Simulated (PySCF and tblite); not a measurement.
Values are calculated unless marked as measured or tabulated.
C₆H₆O₃, numbered as in [CH3:1][c:2]1[cH:3][o:4][c:5]([OH:6])[cH:7][c:8]1=[O:9]. Search: ETKDG and KDG, MMFF94s, GFN2-xTB, 60 starts; geometries at GFN2-xTB. Weights use PBE0-D3(BJ)/pcSseg-1 (IEF-PCM, acetone) energies plus GFN2-xTB zero-point and thermal terms (modes under about 100 cm⁻¹ blended into free rotors). Symmetry numbers and mirror images are counted. Conformers within 2.5 kcal/mol (GFN2-xTB free energy) were kept, 6 at most. GIAO shieldings: PBE0/pcSseg-1 (IEF-PCM, acetone). Shifts are against TMS (¹H), TMS (¹³C) at the same level. Programs: PySCF with density fitting and tblite.

Torsions listed: O4–C5–O6–H6.

```json
{"conformer": "1", "shape": "0°", "point group": "Cs", "mirror pair": "no", "ΔE(DFT)": "0.00", "Δ(G−E) at 250 K": "0.00", "δ C7 (ppm)": "97.0"}
{"conformer": "2", "shape": "180°", "point group": "Cs", "mirror pair": "no", "ΔE(DFT)": "0.15", "Δ(G−E) at 250 K": "0.07", "δ C7 (ppm)": "98.9"}
```

Energies in kcal/mol; the thermal term leaves out symmetry numbers and mirror images.

Task: Work out the weights at 250 K and the ¹³C shift of C7 under fast exchange.

Result: RT = 0.497 kcal/mol. Each conformer gets RT ln(σ/g), with σ the rotational symmetry number and g = 2 for a mirror pair: 1: σ = 1, g = 1, G = 0.00 + 0.00 + 0.00 = 0.00, 0.00 above the lowest, exp(−ΔG/RT) = 1.000; 2: σ = 1, g = 1, G = 0.15 + 0.07 + 0.00 = 0.23, 0.23 above the lowest, exp(−ΔG/RT) = 0.631. The sum is 1.631, so the weights are 61.4, 38.6 %. The averaged shift is 97.7 ppm. At 298.15 K it is 97.8 ppm. At 298.15 K the leading conformer alone gives 97.0 ppm and bare DFT energies give 97.8 ppm.

Other tautomers (keto or thione forms) aren't considered and may dominate.


Conformer gaps in pcSseg-1 on xTB geometries can be 2 kcal/mol off for S=O, P=O and other polar bonds.